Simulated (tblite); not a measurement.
A tight-binding relaxation on `C=C[P@@](=O)(O)[C@H](C)CC`.

Computed with GFN2-xTB geometry optimisation, gas phase (tblite 0.8.0). Start geometry: from a force field or distance geometry. A driver script takes a list of jobs; this job's settings line and coordinates (Å) are shown.

Command:
```bash
OMP_NUM_THREADS=1 python probes_run.py task.json out
```

Input:
```
{"job": {"kind": "relax", "xc": "GFN2-xTB", "basis": "xTB"}, "charge": 0, "multiplicity": 1}
C      2.762400     1.341300     0.411900
C      1.996700     0.283700     0.714300
P      1.019100    -0.586400    -0.423900
O      0.951100    -0.226000    -1.894200
O      1.539400    -2.108100    -0.288600
C     -0.637100    -0.704000     0.342200
C     -1.565700    -1.607700    -0.460600
C     -1.277900     0.663000     0.644300
C     -1.567000     1.507100    -0.585700
H      2.772100     1.731300    -0.598300
H      3.354800     1.844100     1.160100
H      2.005700    -0.082400     1.749700
H      2.309700    -2.264700    -0.860500
H     -0.466600    -1.190500     1.313400
H     -1.698200    -1.239700    -1.479100
H     -2.553700    -1.682400     0.027700
H     -1.147800    -2.617300    -0.521400
H     -0.633800     1.225300     1.310000
H     -2.223200     0.500700     1.190500
H     -2.038700     2.452200    -0.276800
H     -0.656800     1.769400    -1.118900
H     -2.255000     1.010600    -1.277000
```

Output:
```
step      E/eV     max force
  0    -821.02259    4.696
  1    -821.17915    3.008
  2    -821.26143    0.466
  3    -821.27288    0.406
  4    -821.28703    0.255
  5    -821.29323    0.276
  6    -821.30253    0.263
  7    -821.31013    0.188
  8    -821.31527    0.205
  9    -821.31948    0.201
... (102 lines left out)
112    -821.38620    0.016
113    -821.38632    0.017
114    -821.38644    0.021
115    -821.38655    0.029
116    -821.38663    0.025
117    -821.38669    0.014
118    -821.38674    0.012
119    -821.38678    0.013
120    -821.38680    0.011
121    -821.38682    0.010
```

«max force» is the largest atomic force in eV/Å.

Question: From which step on does the largest force stay under 0.1 eV/Å, and how much energy is left to gain from there?

Answer: From step 28 (0.091 eV/Å), 16.3 meV above the end.

Summary of the converged run: energy lowered by 8.4 kcal/mol over 121 steps; largest atomic force 0.010 eV/Å at the end.

Question: Give the final coordinates.

Answer: 0.258 Å rms from the input after alignment:
```
atom  x, y, z in Å
C1     2.5478    1.4869    0.2676
C2     1.9595    0.4087    0.7502
P3     0.9915   -0.6652   -0.3534
O4     1.1057   -0.3593   -1.7849
O5     1.5817   -2.1419   -0.0351
C6    -0.6997   -0.7943    0.3837
C7    -1.5636   -1.5719   -0.5968
C8    -1.2484    0.5854    0.7370
C9    -1.3896    1.4974   -0.4746
H10    2.4400    1.7343   -0.7764
H11    3.1460    2.1503    0.8720
H12    2.0396    0.1084    1.7845
H13    2.0349   -2.4436   -0.8245
H14   -0.5822   -1.3735    1.3057
H15   -1.5493   -1.0891   -1.5713
H16   -2.5920   -1.6336   -0.2443
H17   -1.1740   -2.5820   -0.7150
H18   -0.5702    1.0550    1.4560
H19   -2.2197    0.4682    1.2268
H20   -1.6257    2.5113   -0.1588
H21   -0.4595    1.5150   -1.0367
H22   -2.1831    1.1531   -1.1323
```

Question: How long does this job take on one thread of an Arm Neoverse V1 (shared host)?

Answer: About 1.0 s.
Labels such as C1 count atoms from 1, the log's own numbers from 0.
